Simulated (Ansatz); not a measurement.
Ansatz results at the PBE0-D4/def2-TZVP geometry: HOMO energy (B3LYP/def2-TZVPP) -7.22 eV; size of the dipole moment (B3LYP/def2-TZVPP) 3.19 D; ideal-gas entropy at 298 K and 1 bar (rigid rotor, harmonic PBE0-D4/def2-TZVP) 321 J/(mol·K).

Each molecule was computed in one conformer, which needn't be the lowest.

**Question.** Which molecule gave them?
A. `[NH2][SbH][SiH3]`
B. `CSC(=O)O`
C. `[SiH3]C[SiH2]C=S`
D. `[O]1[SiH2][GeH2]1`

**Answer.** B. The others give `[O]1[SiH2][GeH2]1`: -6.82, 1.73, 295; `[SiH3]C[SiH2]C=S`: -6.26, 1.45, 386; `[NH2][SbH][SiH3]`: -6.70, 0.97, 344.

B3LYP here is the variant with VWN-RPA as its local correlation; programs differ in this.
